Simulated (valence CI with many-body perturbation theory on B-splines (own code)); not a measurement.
# Questions on Hf LVIII

Method: configuration interaction combined with many-body perturbation theory (CI+MBPT): five valence electrons over a frozen Dirac-Fock core [Ne], a basis of 11 s, 11 p, 10 d, 8 f, 5 g, 2 h functions for each j, with the one-electron correlation potential Σ1 (screened to all orders), the two-electron term Σ2, the three-electron term Σ3, Breit, model QED; selected single and double excitations, second order for the rest, scaled by the run's own slope (own B-spline code, finite nucleus).

The last digits are not significant, and no measured levels were compared; by estimate large intervals hold to a few tenths of a per cent, small ones and those within an open d or f shell to about a per cent. Among the levels kept, up to 3100 cm⁻¹ of a level comes from second order outside the variational space, and about a tenth of that is noise between levels of different J, which matters for small intervals.

Levels are named by their leading jj configuration (3d3/2^4 stands for four electrons in 3d with j = 3/2), which in mixed levels can hold well under half, so a name can repeat and another be missing.

Rates and lifetimes use the calculated energies. Strong lines usually hold to 10 to 20 %, long lifetimes can be off by a factor of two.

(1) What is the ground level?

(2) Name the longest-lived excited levels whose lifetime is computed, and their main decay.

(3) Among levels below 1237.5 eV, which E1 lines absorb most strongly from the ground level?

(4) What is the ionisation energy?

(5) How well does LS coupling describe the low levels?

(6) Where does the other parity begin?

Results:

(1) (3s^2 3p1/2^2 3p3/2) J=3/2, composition 48 % 3s2 3p3 2P° + 27 % 3s2 3p3 2D° + 25 % 3s2 3p3 4S°, g = 1.344.

(2) (3s^2 3p1/2 3p3/2 3d5/2) J=9/2 at 601.7 eV lives 236 ns, mostly by M1 to (3s^2 3p1/2 3p3/2 3d3/2) J=7/2; (3s^2 3p1/2 3p3/2^2) J=5/2 at 309.6 eV lives 13.8 ns, mostly by M1 to (3s^2 3p1/2^2 3p3/2) J=3/2; (3s^2 3p1/2 3p3/2^2) J=1/2 at 324.4 eV lives 6.45 ns, mostly by M1 to (3s^2 3p1/2^2 3p3/2) J=3/2.

(3) to (3s^2 3p1/2 3p3/2 3d3/2) J=3/2 at 2.183 nm, f = 0.343; to (3s^2 3p1/2 3p3/2 3d3/2) J=5/2 at 2.222 nm, f = 0.287; to (3s^2 3p1/2 3p3/2 3d3/2) J=1/2 at 2.185 nm, f = 0.121.

(4) 5716.4 eV; NIST lists 5713 ± 6 eV (theoretical).

(5) Among the lowest 20 levels the leading LS term, summed over configurations, holds 53 % on average. For single configurations the figures are 51 % in LS and 94 % in jj coupling. Terms mix most in the J = 3/2 level at 520.7 eV, where the leading one holds 33 %.

(6) At (3s^2 3p1/2^2 3d3/2) J=3/2, 221.7 eV.
